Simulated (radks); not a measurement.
The numbers below are computed, except where a source is named.
Br3+, 32 electrons, occupied as [Ar] 3d10 4s2 4f2 (not the ground configuration). Level of theory: scalar-relativistic Kohn-Sham, PBE, spin-unpolarised, spherical densities, point nucleus (a radial shooting solver on a logarithmic mesh with Libxc functionals).

Local quantities along the radius. ELF = 1/(1 + alpha^2) is the electron localisation function; alpha = (tau - tau_W)/tau_unif compares the Pauli kinetic energy density with that of the uniform gas; r v_xc is r times the local exchange-correlation potential (hartree bohr). tau is taken from the large components.

r (bohr)	ELF	alpha	r v_xc
0.00292	1.000	0.02021	-0.1257
0.003895	1.000	0.02173	-0.1510
0.005195	0.999	0.02430	-0.1831
0.006928	0.999	0.02852	-0.2230
0.009241	0.999	0.03559	-0.2708
0.01223	0.998	0.04761	-0.3241
0.01631	0.995	0.07097	-0.3831
0.02175	0.986	0.1202	-0.4410
0.02901	0.947	0.2366	-0.4894
0.03838	0.788	0.5189	-0.5200
0.05119	0.439	1.130	-0.5349
0.06828	0.295	1.544	-0.5559
0.09107	0.488	1.025	-0.6765
0.1215	0.746	0.5836	-0.8224
0.1607	0.771	0.5457	-0.8853
0.2143	0.466	1.071	-0.8469
0.2859	0.255	1.711	-0.8153
0.3813	0.573	0.8634	-1.037
0.5045	0.772	0.5431	-1.172
0.6729	0.706	0.6450	-1.109
0.8975	0.375	1.291	-0.9035
1.197	0.183	2.114	-0.7444
1.597	0.252	1.724	-0.6973
2.112	0.046	4.542	-0.6075
2.818	0.017	7.689	-0.6153
3.758	0.021	6.836	-0.7153
5.012	0.012	9.145	-0.5704
6.632	0.002	21.35	-0.4411
8.845	0.000	108.9	-0.2397

On this mesh the ELF has minima near r = 0.068, 0.29, 1.2 bohr, which separate the shells, and maxima near 0.14 (0.79), 0.50 (0.77), 1.6 (0.25).
